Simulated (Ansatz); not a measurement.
```yaml
crystal:
  periodic: [false, false, false]
  atoms:
    - {symbol: Os, position_ang: [0.013991, 0.059653, 0.044769]}
    - {symbol: O, position_ang: [0.017439, 0.038062, 1.762743]}
    - {symbol: O, position_ang: [1.689883, 0.082075, -0.549076]}
    - {symbol: O, position_ang: [-0.755396, 1.429308, -0.544931]}
    - {symbol: S, position_ang: [-0.944669, -1.678684, -0.697091]}
basis:
  gaussian: {orbitals: def2-mTZVPP}
hamiltonian: {xc: {name: HF}, dispersion: d4}
scf: {omitted_lower_state_checks: [starts]}
output: {forces: true}
```

```sh
$ ansatz run in.yaml --threads 4 --pin off --events-out ev --progress --plain --max-ram 3916MiB
```

Output, abridged:

```
Functional definition: HF
  name "HF"
  cite "Fock, Z. Phys. 61, 126 (1930) doi:10.1007/BF01340294"
  parent pbe
  exchange = exact_x
  correlation = 0
these checks for a lower state are left out or cut short: starts
1298 factors; integrals over basis functions are off by at most 3.4e-4 eV
mean field evaluation 1: about -19354.0809 eV, gradient 9.7e1 eV
mean field evaluation 2: about -19354.1342 eV, gradient 9.7e1 eV
mean field evaluation 4: about -19370.0778 eV, gradient 1.0e1 eV
mean field evaluation 8: about -19370.3037 eV, gradient 6.3e-1 eV
mean field evaluation 16: about -19370.3086 eV, gradient 6.5e-4 eV
mean field -19370.30860534 eV, -711.8457115795 hartree, gradient 2.0e-5 eV, S^2 0.000000; 0 other end points of the search recorded, 0 dependent functions left out
the calculation of the forces begins
reference -19370.30860534 eV, -711.8457115795 hartree; 28, 28 occupied and 107, 107 virtual orbitals, 1298 factors
Total energy: -19370.83220776 eV, -711.8649536136 hartree
Atom 0 at     0.013991     0.059653     0.044769 Å, force     3.889405     0.366199     0.437021 eV/Å
Atom 1 at     0.017439     0.038062     1.762743 Å, force    -0.096432     0.003844    -3.399672 eV/Å
Atom 2 at     1.689883     0.082075    -0.549076 Å, force    -4.914539    -0.201190     1.796505 eV/Å
Atom 3 at    -0.755396     1.429308    -0.544931 Å, force     0.523319    -1.352623     0.630311 eV/Å
Atom 4 at    -0.944669    -1.678684    -0.697091 Å, force     0.598247     1.183770     0.535835 eV/Å
Dipole moment:    -0.322722    -0.297230    -0.124994 e Å
Checks for a lower state left out: starts
```

Hardware: 4 threads of Intel Xeon Platinum 8259CL on a shared host. Wall time 2.1 s.

In the def2 sets Os takes a core potential; there is no spin–orbit coupling. The restricted singlet is unstable towards broken spin symmetry in Hartree–Fock (as tested in another run); at RHF/def2-mTZVPP this wasn't settled.
